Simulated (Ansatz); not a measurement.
The cluster In₂N₃⁻, relaxed as a quintet with UKS PBE0-D4/def2-SVPD in Ansatz, starting from the PBE0-D4/def2-SVPD geometry of the charge -1 singlet. Force threshold 0.02 eV/Å.

In the def2 sets In takes a core potential; there is no spin–orbit coupling. The highest occupied level of the charge -1 quintet lies above zero (up to 0.07 eV). It is a level of α spin, whose loss leaves a quartet; that state wasn't run at this geometry and level. The electron is either unbound and held by the finite basis, or the level is raised by self-interaction error. In the quintet geometry the species has come apart into loosely held pieces. The relaxation made no stability test and no search for a lower SCF solution. The structure comes from a short search, and lower isomers may exist.

Start:

Cartesian coordinates in Å:
```
In -0.8790 0.3523 -1.2682
In 2.3055 -0.7872 1.8432
N -0.0189 -0.1595 1.7077
N -1.8133 0.7598 -2.8719
N 0.4057 -0.1653 0.5891
```

(1) Estimate the energy that the relaxation releases and the steps that it takes.

(2) Does the start keep its bonding?

(3) Predict the relaxed structure.

Answers

(1) 257.9 kJ/mol, in 58 steps; 3.1 min on 4 threads of Arm Neoverse V1 on a shared host. The force fell under the threshold at step 52, but the optimiser went on. No frequencies were taken in this run, so the end may be a saddle point.

(2) Bonds lost: In1–N5, In2–N3, In2–N5 (atoms count from 1). Bonds formed: In1–In2 (atoms count from 1). The end holds 2 separate pieces.

(3) 
```xyz
5

In    0.7263   -0.4268   -1.2811
In    3.1376   -1.8866   -1.1137
N    -1.3216    1.2961    1.9900
N    -1.2002    0.8026   -1.3909
N    -1.3421    0.2147    1.7957
```
Bond lengths (bridged metal pairs left out): 1 × In–In 2.82 Å; 1 × N–N 1.10 Å; 1 × In–N 2.29 Å.
